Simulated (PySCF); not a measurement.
## Dipole moment and polarisability of `CCC#C/C=C/CF`

Compound: C7H9F.
Numbering: `[CH3:1][CH2:2][C:3]#[C:4]/[CH:5]=[CH:6]/[CH2:7][F:8]` (hydrogens: H9, H10, H11 on C1; H12, H13 on C2; H14 on C5; H15 on C6; H16, H17 on C7)

Structure used (GFN2-xTB), in Å, numbered top down from 1:
```
atom  x, y, z in Å
C1    -3.2312    0.3997   -0.1006
C2    -2.5660   -0.9204    0.2915
C3    -1.1228   -0.8165    0.2368
C4     0.0724   -0.6869    0.1772
C5     1.4742   -0.5647    0.1186
C6     2.0930    0.5606   -0.2319
C7     3.5757    0.7218   -0.3039
F8     4.2423   -0.4286    0.0362
H9    -4.3139    0.3056   -0.0541
H10   -2.9486    0.6797   -1.1130
H11   -2.9211    1.1949    0.5738
H12   -2.8895   -1.7175   -0.3852
H13   -2.8621   -1.2006    1.3073
H14    2.0420   -1.4499    0.3769
H15    1.5353    1.4492   -0.4924
H16    3.8939    0.9830   -1.3224
H17    3.9197    1.5026    0.3878
```

Level: CAM-B3LYP/def2-SVPD (PySCF), static field, nuclei fixed, core orbitals frozen in the response. The polarisability tensor in these axes (au):

```
x   132.94  15.16  -5.75
y    15.16  77.22  -5.33
z    -5.75  -5.33  62.17
```

Question: Diagonalise the tensor; give its mean and Δα, where Δα² is half the sum of the squared differences of the eigenvalues.

Answer: Principal values 60.47, 74.44 and 137.43 au; mean 90.78 au = 13.45 Å³ = 14.97 × 10⁻⁴⁰ C²·m²/J; Δα = 71.02 au (78 % of the mean).

Question: What is the dipole moment, and where does it point?

Answer: (-1.39, 1.58, -0.46) D, 2.15 D in size, pointing from the negative to the positive side. Measured along this direction, the outermost atoms are F8 at the negative end and H9 at the positive end.

Question: Find the Langevin capture rate constant for H3O+ (19.018 u) meeting this molecule (112.069 u), k = 2.342 × 10⁻⁹ cm³/s × √(α in Å³ / reduced mass in u).

Answer: The reduced mass is 16.26 u, so k = 2.13 × 10⁻⁹ cm³/s. The formula leaves out the permanent dipole, which adds to the capture rate.

Question: Along which axes do the principal values lie, and how far do the nuclei extend along each?

Answer: Largest value along (0.96, 0.25, -0.09), where the nuclei span 8.20 Å; middle along (-0.27, 0.92, -0.28), 3.71 Å; least along (0.02, 0.29, 0.96), 1.79 Å. The response follows the extents in order.

Question: What depolarisation ratio follows for Rayleigh scattering of linearly polarised light, taking the static tensor?

Answer: ρ = 3Δα²/(45ᾱ² + 4Δα²) = 15130.4/(370857 + 20173.9) = 0.0387.

One conformer (not necessarily the lowest) at the GFN2-xTB geometry, without solvent, vibrations or thermal averaging.
